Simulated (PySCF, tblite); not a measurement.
Isomers of C4H6F3O (doublet state), one GFN2-xTB conformer each. Single-point energies are computed at B3LYP/pcH-1 (PySCF, gas phase, no added dispersion term), electronic only. GFN2-xTB treats the open shell by occupation alone, and not every SCF solution was tested for stability.

**Question.** Rank them by B3LYP/pcH-1 energy, lowest first (kcal/mol).
A. `[CH3:1][C:2]([F:3])[O:4][CH2:5][CH:6]([F:7])[F:8]` (doublet state) with C1–C2–O4–C5 -175°, C2–O4–C5–C6 76°, O4–C5–C6–F7 -89°
B. `[CH3:1][C@@H:2]([F:3])[O:4][CH2:5][C:6]([F:7])[F:8]` (doublet state) with C1–C2–O4–C5 174°, C2–O4–C5–C6 -63°, O4–C5–C6–F7 -68°

**Answer.** A (0.0), B (2.4).

Neighbours under 5.0 kcal/mol apart (C[C](F)OCC(F)F and C[C@@H](F)OC[C](F)F) can change places with a better method, another conformer or zero-point energy. GFN2-xTB itself gives, in the same order: 0.0, 3.8. Both levels put the same isomer lowest.

**Question.** What happens when harmonic zero-point energies from GFN2-xTB frequencies are added?

**Answer.** 
```csv
SMILES,ZPE (kcal/mol),electronic (kcal/mol),with ZPE (kcal/mol)
C[C](F)OCC(F)F,60.6,0.0,0.0
C[C@@H](F)OC[C](F)F,60.6,2.4,2.4
```

The zero-point energies span 0.0 kcal/mol. The order is unchanged.

**Question.** As an exercise, what shares would exp(−E/RT) give at 298.15 K from these electronic energies alone (no entropy, no degeneracies)?

**Answer.** RT = 0.592 kcal/mol: C[C](F)OCC(F)F 98.3 %, C[C@@H](F)OC[C](F)F 1.7 %.
